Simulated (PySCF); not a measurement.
AlH3, SMILES [AlH3]. Geometry optimised at PBE-D3(BJ)/def2-TZVPD. The isomer is the one that the SMILES or the coordinates give; other isomers of the formula were not compared.

Computed equilibrium geometry at PBE-D3(BJ)/def2-TZVPD (PySCF confirms it by a frequency run) as bond lengths and angles, and its point group:
point group D3h.
Atoms: Al1 H2 H3 H4. Bonds (Å): Al1–H2 1.596, Al1–H3 1.596, Al1–H4 1.596. Angles (°): H2–Al1–H3 120.0, H2–Al1–H4 120.0, H3–Al1–H4 120.0.
Charge 0, spin multiplicity 1.
